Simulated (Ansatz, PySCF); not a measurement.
Process, species as SMILES: [O-]B(O)O[SiH3] → OB(O)O[SiH2-]
Geometries: B3LYP-D3(BJ)/def2-TZVP minima from Ansatz (a quantum-chemistry and plane-wave program), one conformer each, not searched for the lowest. Frequencies are from Ansatz or PySCF.

Wanted: isomerisation energy (enthalpy at 298 K, with B3LYP-D3(BJ) rigid-rotor harmonic-oscillator terms), in eV. Valence correlation only, unless marked. No spin-orbit coupling. No relativistic terms. Anions need diffuse functions: aug- sets have them; def2-D sets add few; the other sets have none. Basis-set limits of correlation are two-point, X^-3; Hartree-Fock from the larger set.

```json
[
 {"level": "HF/cc-pVTZ", "program": "Ansatz", "isomerisation energy (eV)": "0.68"},
 {"level": "PBE/def2-TZVPD", "program": "Ansatz", "isomerisation energy (eV)": "0.73"},
 {"level": "HSE06-D3(BJ)/def2-TZVPD", "program": "Ansatz + dftd3", "isomerisation energy (eV)": "0.77"},
 {"level": "LC-wPBE-D4/def2-TZVPD", "program": "Ansatz + dftd4", "isomerisation energy (eV)": "0.94"},
 {"level": "B2PLYP-D4/def2-TZVPD", "program": "Ansatz + dftd4", "isomerisation energy (eV)": "0.84"},
 {"level": "RPA@PBE/cc-pV(Q+d)Z", "program": "Ansatz", "isomerisation energy (eV)": "0.86"},
 {"level": "MP2/6-31G*", "program": "Ansatz", "isomerisation energy (eV)": "0.95"},
 {"level": "MP2/cc-pVTZ", "program": "Ansatz", "isomerisation energy (eV)": "0.93"},
 {"level": "RI-MP2/CBS(aug-cc-pV(T+d)Z,aug-cc-pV(Q+d)Z)", "program": "Ansatz", "isomerisation energy (eV)": "1.00"},
 {"level": "SCS-MP2/cc-pV(T+d)Z", "program": "Ansatz", "isomerisation energy (eV)": "0.98"},
 {"level": "SCS-MP2/cc-pwCVTZ", "program": "Ansatz", "isomerisation energy (eV)": "1.00"},
 {"level": "CCSD/6-31G*", "program": "Ansatz", "isomerisation energy (eV)": "0.76"},
 {"level": "CCSD/CBS(aug-cc-pV(T+d)Z,aug-cc-pV(Q+d)Z)", "program": "Ansatz", "isomerisation energy (eV)": "0.85"},
 {"level": "CCSD(T)/aug-cc-pV(Q+d)Z", "program": "Ansatz", "isomerisation energy (eV)": "0.85"},
 {"level": "CCSD(T)/CBS(aug-cc-pV(T+d)Z,aug-cc-pV(Q+d)Z)", "program": "Ansatz", "isomerisation energy (eV)": "0.87"}
]
```
